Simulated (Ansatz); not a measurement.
`[F][GeH2][NH][GeH3]` + H–F → `[F][GeH2][F]` + `[NH2][GeH3]` at 600 K and 1 bar (ligand exchange at a Ge–N bond).

Computed with Ansatz on PBE0-D4/def2-TZVP structures; ΔE is electronic, products minus reactants. CCSD(T)/CBS adds triple-zeta CCSD(T) − MP2 to the extrapolated MP2 energy (def2 sets, frozen cores). This one scheme is used for every species. For Ge outer-core shells are correlated without core-valence functions, which leaves a few kJ/mol of doubt a bond. Scalar relativity is left out up to krypton. One conformer a species, not always the lowest.

```json
{"species": "`[F][GeH2][NH][GeH3]`", "CCSD(T)/CBS energy (Eh)": "-4310.37685", "H − E (kJ/mol)": "215.8", "S (J/(mol·K))": "464.5"}
{"species": "H–F", "CCSD(T)/CBS energy (Eh)": "-100.39570", "H − E (kJ/mol)": "42.3", "S (J/(mol·K))": "194.0"}
{"species": "`[F][GeH2][F]`", "CCSD(T)/CBS energy (Eh)": "-2276.96403", "H − E (kJ/mol)": "89.1", "S (J/(mol·K))": "327.8"}
{"species": "`[NH2][GeH3]`", "CCSD(T)/CBS energy (Eh)": "-2133.81884", "H − E (kJ/mol)": "167.5", "S (J/(mol·K))": "333.3"}
```

H − E and S are ideal-gas, rigid-rotor, harmonic terms from PBE0-D4/def2-TZVP, for one conformer and one mirror image of each species. 1 Eh = 2625.50 kJ/mol, R = 8.31446 J/(mol·K).

Problem. By hand: ΔE, ΔH, ΔS and ΔG.

Solution. ΔE = (-2276.96403) + (-2133.81884) − (-4310.37685) − (-100.39570) = -0.01032 Eh = -27.1 kJ/mol. Δ(H − E) = 89.1 + 167.5 − 215.8 − 42.3 = -1.5, so ΔH = -28.6 kJ/mol. ΔS = 327.8 + 333.3 − 464.5 − 194.0 = 2.6 J/(mol·K). ΔG = -28.6 − 600 × (2.6)/1000 = -30.2 kJ/mol.

Problem. By hand: the equilibrium constant, and the temperature at which ΔG would vanish if ΔH and ΔS stayed fixed.

Solution. log₁₀ K = −ΔG/(RT ln 10) = 2.6. ΔH and −TΔS have one sign here, so there is no such temperature.

The number of gas molecules stays the same, so ΔS is small and ΔH decides. A doubt of 5 kJ/mol in ΔE shifts log₁₀ K by 0.4 here. Other conformers and mirror images would add mixing entropy, several J/(mol·K) or more a flexible species. Modes under 60 cm⁻¹, often nearly free rotors, make the harmonic entropy too high. These are equilibria of isolated gas molecules and say nothing of rates. Largest T1 diagnostic: 0.012 (customary marks: 0.02 for closed shells, 0.045 for open ones).

ΔS is within the doubt of such terms, so its sign, and with it that verdict, could turn.
